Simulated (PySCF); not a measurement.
Compound: C₅H₃OP.
SMILES: `o1cpcc1C#C`

The closed-shell ground state was solved at several levels (PySCF, density fitting, gas phase, non-relativistic). Isolated species at its GFN2-xTB geometry, gas phase.

| level | basis functions | total energy (Eh) | HOMO (eV) | LUMO (eV) | gap (eV) | dipole (D) |
| --- | --- | --- | --- | --- | --- | --- |
| PBE0/def2-SVPD | 171 | -608.0825 | -6.81 | -1.38 | 5.43 | 0.81 |
| B3LYP/def2-SVPD | 171 | -608.5380 | -6.59 | -1.56 | 5.03 | 0.72 |

Question: What might PBE0/pcSseg-1 (141 basis functions) give for the same quantities?

Answer: Total energy -608.3270 Eh, HOMO -6.84 eV, LUMO -1.32 eV, gap 5.52 eV, dipole 0.78 D.

Question: Over all these levels, which gives the widest orbital gap and which the narrowest?

Answer: PBE0/pcSseg-1 (global hybrid, 25 % exact exchange) has the widest, 5.52 eV, and B3LYP/def2-SVPD (global hybrid, 20 % exact exchange) the narrowest, 5.03 eV. Functional and basis both differ between the two, so the spread mixes both effects.

Question: How far do the dipole and the HOMO energy spread over the levels?

Answer: The dipole runs from 0.72 to 0.81 D (mean 0.77 D) and the HOMO from -6.84 to -6.59 eV.
